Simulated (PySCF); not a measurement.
Precursor series W Cl-F. Gas-phase values, no solvent.

All values below come from PBE-D3(BJ)/def2-TZVP // r2SCAN-D4/def2-SVP run with PySCF. All candidates: neutral, multiplicity 1. 

The LUMO is -5.62 eV. The HOMO is -8.58 eV and the dipole moment comes out as 1.12 D.

Q: Name which member has these values.
(A) [W(Cl)2(F)4]
(B) [W(F)6]
(C) [W(Cl)6]
(D) [W(Cl)(F)5]

A: A, [W(Cl)2(F)4]. The others give [W(Cl)(F)5]: -5.44 eV, -9.09 eV, 0.83 D; [W(Cl)6]: -5.71 eV, -7.84 eV, 0.00 D; [W(F)6]: -5.25 eV, -10.65 eV, 0.00 D
